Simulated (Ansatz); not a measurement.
`OCB[SiH3]` + `C[SeH]` → `C[Se]B[SiH3]` + CH₃OH  (ligand exchange at a B–C bond)

Gas-phase electronic energies from Ansatz, PBE0-D4/def2-TZVP geometries. CCSD(T)/CBS adds triple-zeta CCSD(T) − MP2 to the extrapolated MP2 energy (def2 sets, frozen cores). This one scheme is used for every species. Functionals use def2-TZVPP. For Se outer-core shells are correlated without core-valence functions, which leaves a few kJ/mol of doubt a bond. Scalar relativity is left out up to krypton. One conformer a species, not always the lowest.

```json
{"level": "B97M-V", "ΔE (kcal/mol)": "-25.1"}
{"level": "HF/CBS(def2)", "ΔE (kcal/mol)": "-21.6"}
```

(1) What does CCSD(T)/CBS give? (An estimate is asked.)

Largest T1 diagnostic among the species: 0.014.

Results:

(1) Ansatz gave: -26.9 kcal/mol. The listed levels differ from it by 1.8, 5.3 kcal/mol.

From BLYP to BHLYP (50 % exact exchange), in def2-TZVPP and without D4, ΔE moves by +1.0 kcal/mol. Leaving LDA and LC-ωPBE aside and taking each functional with its dispersion term where it has one, the values, not all of them listed here, spread over 2.9 kcal/mol, from PBE-QIDH to CAM-B3LYP-D4. The D4 term adds −0.9 kcal/mol with B3LYP and −0.5 kcal/mol with PBE0; it sums over pairs of atoms, weighted by their polarisabilities, and B3LYP, whose exchange is more repulsive, gets the larger term.

B3LYP here is the variant with VWN-RPA as its local correlation; programs differ in this.
